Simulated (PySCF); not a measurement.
BrFTe, singlet, at a GFN2-xTB geometry (core potentials on Te); DF-CAMB3LYP/def2-QZVPPD in PySCF.

Input for PySCF:
```python
from pyscf import gto, scf, dft

mol = gto.M(
    atom='''
Te    0.394685   -0.345978    0.727455
F     1.498550   -1.262291   -0.648293
Br   -0.971730    0.838613   -0.914086
''',
    basis='def2-qzvppd',
    ecp={'Te': 'def2-qzvppd'},
    charge=0,
    spin=0,
    verbose=4,
    max_memory=1800,
)

mf = dft.RKS(mol)
mf.xc = 'camb3lyp'
mf = mf.density_fit(auxbasis='def2-universal-jkfit')
mf.kernel()
```

What the program printed (banner, timings and long lists left out):

```
PySCF version 2.14.0

[INPUT] verbose = 4
[INPUT] num. atoms = 3
[INPUT] num. electrons = 68
[INPUT] charge = 0
[INPUT] spin (= nelec alpha-beta = 2S) = 0
[INPUT] symmetry False subgroup None
[INPUT] Mole.unit = angstrom
[INPUT] Symbol           X                Y                Z      unit          X                Y                Z       unit  Magmom
[INPUT]  1 Te     0.394685000000  -0.345978000000   0.727455000000 AA    0.745846555474  -0.653803665125   1.374690717945 Bohr   0.0
[INPUT]  2 F      1.498550000000  -1.262291000000  -0.648293000000 AA    2.831849083967  -2.385384279503  -1.225096218473 Bohr   0.0
[INPUT]  3 Br    -0.971730000000   0.838613000000  -0.914086000000 AA   -1.836303567024   1.584748894500  -1.727372194299 Bohr   0.0

nuclear repulsion = 290.737995069897
number of shells = 75
number of NR pGTOs = 426
number of NR cGTOs = 255
basis = def2-qzvppd
ecp = {'Te': 'def2-qzvppd'}

******** <class 'pyscf.df.df_jk.DFRKS'> ********
method = DFRKS
initial guess = minao
damping factor = 0
level_shift factor = 0
DIIS = <class 'pyscf.scf.diis.CDIIS'>
diis_start_cycle = 1
diis_space = 8
diis_damp = 0
SCF conv_tol = 1e-09
SCF conv_tol_grad = None
SCF max_cycles = 50
direct_scf = False
XC library pyscf.dft.libxc version 7.1.2
    S. Lehtola, C. Steigemann, M. J. T. Oliveira, and M. A. L. Marques,  SoftwareX 7, 1–5 (2018)
XC functionals = camb3lyp
    T. Yanai, D. P. Tew, and N. C. Handy,  Chem. Phys. Lett. 393, 51 (2004)
radial grids:
    Treutler-Ahlrichs [JCP 102, 346 (1995); DOI:10.1063/1.469408] (M4) radial grids

becke partition: Becke, JCP 88, 2547 (1988); DOI:10.1063/1.454033
pruning grids: <function nwchem_prune>
grids dens level: 3
symmetrized grids: False
atomic radii adjust function: <function treutler_atomic_radii_adjust>
small_rho_cutoff = 0
Set gradient conv threshold to 3.16228e-05
Initial guess from minao.
tot grids = 56648
******** <class 'pyscf.df.df.DF'> ********
auxbasis = def2-universal-jkfit
Create RSH-DF object <pyscf.df.df.DF object> for omega=0.33
******** <class 'pyscf.df.df.DF'> ********
auxbasis = auxmol.basis = def2-universal-jkfit
init E= -2895.45580982254
  HOMO = -0.652057375013882  LUMO = -0.642132565659997  gap/eV = 0.27007
cycle= 1 E= -2938.92738542538  delta_E= -43.5  |g|=  4.2  |ddm|= 35.7
  HOMO = -0.123563617283542  LUMO = -0.119574937300039  gap/eV = 0.10854
cycle= 2 E= -2911.59666516484  delta_E= 27.3  |g|= 8.27  |ddm|= 9.97
  HOMO = -0.246984227789529  LUMO = -0.15203031585239  gap/eV = 2.58383
cycle= 3 E= -2940.32605587521  delta_E= -28.7  |g|= 3.01  |ddm|= 8.69
  HOMO = -0.241498988457003  LUMO = -0.128511488596489  gap/eV = 3.07455
cycle= 4 E= -2942.17014080628  delta_E= -1.84  |g|= 0.678  |ddm|= 1.92
  HOMO = -0.245468748163724  LUMO = -0.0553326445696016  gap/eV = 5.17387
cycle= 5 E= -2942.15936834425  delta_E= 0.0108  |g|= 0.726  |ddm|= 0.659
  HOMO = -0.271927589703722  LUMO = -0.0672723221778286  gap/eV = 5.56895
cycle= 6 E= -2942.23451135367  delta_E= -0.0751  |g|= 0.248  |ddm|= 0.204
  HOMO = -0.296484103701618  LUMO = -0.082582862568465  gap/eV = 5.82055
cycle= 7 E= -2942.25158178702  delta_E= -0.0171  |g|= 0.0718  |ddm|= 0.233
  HOMO = -0.29654602835212  LUMO = -0.0791013521501513  gap/eV = 5.91697
cycle= 8 E= -2942.25226535586  delta_E= -0.000684  |g|= 0.0317  |ddm|= 0.0512
  HOMO = -0.295620858200648  LUMO = -0.0771326950681146  gap/eV = 5.94537
cycle= 9 E= -2942.25244033663  delta_E= -0.000175  |g|= 0.00457  |ddm|= 0.0161
  HOMO = -0.294957392023441  LUMO = -0.0764053730379788  gap/eV = 5.94710
cycle= 10 E= -2942.25245118157  delta_E= -1.08e-05  |g|= 0.00272  |ddm|= 0.00736
  HOMO = -0.29506809860843  LUMO = -0.0764430908146114  gap/eV = 5.94909
cycle= 11 E= -2942.25245351643  delta_E= -2.33e-06  |g|= 0.000647  |ddm|= 0.00287
  HOMO = -0.295083590534146  LUMO = -0.0764606489569584  gap/eV = 5.94903
cycle= 12 E= -2942.25245373903  delta_E= -2.23e-07  |g|= 0.000311  |ddm|= 0.001
  HOMO = -0.295074389866625  LUMO = -0.0764522806303489  gap/eV = 5.94901
cycle= 13 E= -2942.2524537723  delta_E= -3.33e-08  |g|= 6.12e-05  |ddm|= 0.000394
  HOMO = -0.295072166345451  LUMO = -0.0764526298832784  gap/eV = 5.94894
cycle= 14 E= -2942.25245377529  delta_E= -2.99e-09  |g|= 1.84e-05  |ddm|= 0.000131
  HOMO = -0.295072454043605  LUMO = -0.0764534500041436  gap/eV = 5.94893
cycle= 15 E= -2942.25245377543  delta_E= -1.46e-10  |g|= 6.34e-06  |ddm|= 2.81e-05
  HOMO = -0.295072336886585  LUMO = -0.0764536199198782  gap/eV = 5.94892
Extra cycle  E= -2942.25245377544  delta_E= -1.09e-11  |g|= 7.3e-06  |ddm|= 8.67e-06
converged SCF energy = -2942.25245377544
```
